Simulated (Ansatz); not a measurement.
# Changing the shape of KBr, singlet

Program: Ansatz, Gaussian basis, development build. Basis cc-pwCVTZ-X2C on K, cc-pwCVTZ-PP on Br, scalar-relativistic core potentials (10 electrons on Br) and scalar X2C, no spin–orbit coupling, 9 orbitals frozen in the corrections; active space CAS(6,4). Restricted Hartree–Fock, then the lowest state-specific CASSCF solution met for each case. On stretched bonds single-reference methods can fail or change state. Unlike active orbitals can shift such differences by tenths of an eV, at times by over 1 eV.

Case A: bond length 3.2442 Å.

Case B: bond length 2.8210 Å.

Energy less that of case A, in eV:

```
case  RHF/ROHF  CASSCF
   B    -0.159  -0.160
```

Problem. What does SC-NEVPT2 give for these differences?

Solution. B: -0.252 eV (-5.8 kcal/mol).
